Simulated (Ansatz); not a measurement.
Reactions of CH₈OSSi₂ (`CO[SiH]([SiH3])S`).

Isolated molecules relaxed with PBE0-D4/def2-TZVP in Ansatz; ΔE leaves out vibrations. CCSD(T)/CBS is the MP2 limit (def2-TZVPP, def2-QZVPP) plus CCSD(T) − MP2 in def2-TZVPP, frozen cores. This one scheme is used for every species, atoms too. Open shells (•) are unrestricted, without spin–orbit coupling. Spin–orbit coupling would lower the free atoms: a little for C, O, S, Si. Bonds to Br are less sure, by a few kJ/mol each and by 10 to 20 or more in all where they break to atoms, as the def2 sets lack core-valence functions. Scalar relativity is left out up to krypton. Each species was taken in one conformer, which may not be the lowest.

| reaction | HF/CBS(def2) (kJ/mol) | CCSD/CBS(def2) (kJ/mol) | CCSD(T)/CBS(def2) (kJ/mol) |
| --- | --- | --- | --- |
| `CO[SiH]([SiH3])S` + H₂O → `O[SiH]([SiH3])S` + CH₃OH | 4 | 11 | 13 |
| `CO[SiH]([SiH3])S` + H₂O → `CO[SiH](O)[SiH3]` + H₂S | -52 | -33 | -29 |
| `CO[SiH]([SiH3])S` + H–F → `CO[SiH](F)S` + SiH₄ | -185 | -151 | -146 |
| `CO[SiH]([SiH3])S` → C• + 8 H• + O• + S• + 2 Si• | 3217 | 4308 | 4363 |
| `CO[SiH]([SiH3])S` + `OP[SiH3]` → `OP([SiH3])[SiH3]` + `CO[SiH2]S` | -11 | -10 | -11 |
| `CO[SiH]([SiH3])S` + `N[SiH](O)Br` → `CO[SiH](N)Br` + `O[SiH]([SiH3])S` | 8 | 8 | 8 |
| `CO[SiH]([SiH3])S` + `C=C[SiH2]N` → `C=C[SiH2]N[SiH3]` + `CO[SiH2]S` | -71 | -52 | -50 |
| `CO[SiH]([SiH3])S` → `[SH]`• + `CO[SiH][SiH3]`• | 277 | 385 | 396 |
| `CO[SiH]([SiH3])S` + HCl → `CO[SiH](S)Cl` + SiH₄ | -121 | -105 | -103 |
| `CO[SiH]([SiH3])S` + `BN` → `BN[SiH]([SiH3])S` + CH₃OH | 61 | 52 | 51 |

Largest T1 diagnostic: 0.015, for `CO[SiH][SiH3]`•.
